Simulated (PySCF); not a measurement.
## A small calculation by hand: chemical shift, span and skew from a shielding tensor

Si(CCH)2(F)(H) (C₄H₃FSi), SMILES C#C[SiH](F)C#C. Atoms are numbered in the order given.

```xyz
9

Si     0.4127     0.4703     0.0000
F     -0.5247     1.7955     0.0000
C      0.0323    -0.5118    -1.4953
C     -0.2032    -1.1678    -2.4890
C      0.0323    -0.5118     1.4953
C     -0.2032    -1.1678     2.4890
H      1.8234     0.9119     0.0000
H     -0.4144    -1.7504    -3.3707
H     -0.4144    -1.7504     3.3707
```
Charge 0, spin multiplicity 1.

Geometry optimised at ωB97X-D3(BJ)/def2-SVP. The structure was generated by enumeration, and PubChem lists no compound with its InChIKey, so it may never have been made.

GIAO shieldings from PySCF with PBE0/pcSseg-1, non-relativistic, no solvent. The symmetric part of the tensor of C4 has the principal values -3.0, 0.4, 245.0 ppm. The same nucleus in TMS has σ = 186.3 ppm at this level (PySCF, at its B3LYP-D3(BJ)/def2-TZVP geometry).

Task: Work out the isotropic shielding, the ¹³C shift against TMS, the span and the skew.

Result: 
σ(iso) = (σ11 + σ22 + σ33)/3 = 80.8 ppm. δ = σ(ref) − σ(iso) = 186.3 − (80.8) = 105.5 ppm.
Span Ω = σ33 − σ11 = 248.0 ppm. Skew κ = 3(σ(iso) − σ22)/Ω = 0.97, an axial tensor. Tumbling in solution averages the tensor to δ; in a static solid the shielding alone would spread this spin-1/2 line over Ω.
